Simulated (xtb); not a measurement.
(E)-1-bromo-2-fluoroprop-1-ene (C3H4BrF), SMILES C(=C(\F)C)/Br. All values are semi-empirical tight-binding results from xtb (GFN2-xTB unless named), good for trends rather than for accurate numbers. The structure is a stationary point at GFN2-xTB.

Optimised geometry:

```xyz
9

C     -1.8848     0.2002     1.0009
C     -0.6474     0.9938     0.8014
F     -0.6772     2.2004     1.4139
C      0.4543     0.6972     0.1264
Br     0.6821    -0.9302    -0.7867
H     -2.0586     0.0578     2.0674
H     -1.8077    -0.7662     0.5134
H     -2.7376     0.7450     0.5956
H      1.2927     1.3702     0.0590
```

The point group as xtb finds it is Cs, the orbital gap is 4.36 eV and the zero-point energy is 38.1 kcal/mol. The G − E(el) at 298.15 K (modified RRHO) comes out as 18.7 kcal/mol and the static polarisability (D4 model) comes out as 58.6 bohr³. The solvation energy, GFN2-xTB/ALPB(water) comes out as -2.0 kcal/mol. The solvation energy, GFN2-xTB/ALPB(ch2cl2) comes out as -4.3 kcal/mol.

Give the atomic charges and the Wiberg bond orders between heavy atoms. (The exact figures need the calculation; the answer reports its results.)

charges (e) C1 -0.12, C2 0.17, F3 -0.22, C4 0.00, Br5 -0.14, H6 0.08, H7 0.08, H8 0.08, H9 0.08. Bond orders C1–C2 1.04, C2–F3 0.96, C2–C4 1.81, C4–Br5 1.02.
